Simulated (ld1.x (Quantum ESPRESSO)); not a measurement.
**What one change does to a pseudopotential (Te, TM)**

ld1.x (Quantum ESPRESSO) 7.5 input, shortened:

```
&input
   title='Te', zed=52., rel=2, dft='PZ', iswitch=3,
   config='[Kr] 4d10 5s2 5p4', rel_dist='average'
 /
 &inputp
   pseudotype=2, tm=.true., lloc=0,
   nlcc=.true., rcore=1.25
 /
2
5P  2  1   4.00   0.00  2.40  2.40  0.0
5S  1  0   2.00   0.00  1.80  1.80  0.0
 &test
   configts(1)='5s2 5p4'
 /
```

Open shells are filled in proportion to 2j + 1 (rel_dist='average').

Change: core correction a·sin(br)/r model core inside 1.70 bohr.

Cutoffs: the cutoffs (Ry, on a coarse ladder) from which the occupation-weighted sum of valence levels, in a spherical-Bessel basis at the reference potential, stays within 10 and 1 mRy of its value at 400 Ry; they do not see the model core or the augmentation charge, which bear on the density cutoff. Errors are all-electron minus pseudo energies relative to the spin-unpolarised reference configuration.

Question: What does the change do?

Answer: The potential gets neither clearly harder nor softer (30 Ry and 40 Ry → 30 Ry and 40 Ry); of the 7 tests that both files solve, the error grows in 0 and shrinks in 2 by more than 15 % and 0.3 meV (median size 13.6 → 10.1 meV); neither file shows a bound ghost. A wider model core is smoother and lowers the density cutoff, which this test does not measure.

| quantity | base | changed |
| --- | --- | --- |
| cutoff, loose | 30 Ry | 30 Ry |
| cutoff, tight | 40 Ry | 40 Ry |
| bound ghosts | none | none |
| error for 5s2 5p3, meV [ΔE 9.94 eV] | -1.6 | -1.4 |
| error for 5s2 5p2, meV [ΔE 28.14 eV] | -16 | -15 |
| error for 5s2 5p1, meV [ΔE 55.40 eV] | -69 | -63 |
| error for 5s1 5p5, meV [ΔE 9.32 eV] | -7.0 | -4.7 |
| error for 5s2 5p4.3, meV [ΔE -1.52 eV] | 0.0 | 0.0 |
| error for 5s1 5p4, meV [ΔE 19.83 eV] | -14 | -10 |
| error for 5s2 5p0, meV [ΔE 92.34 eV] | -208 | -188 |
| s: phases at 2.60 bohr within 0.05 rad from the reference energy up to (Ry; the scan ends near 5) | 2.2 | 2.2 |
| p1/2: phases at 2.60 bohr within 0.05 rad from the reference energy up to (Ry; the scan ends near 5) | 3.5 | 3.5 |
| p3/2: phases at 2.60 bohr within 0.05 rad from the reference energy up to (Ry; the scan ends near 5) | 3.3 | 3.3 |
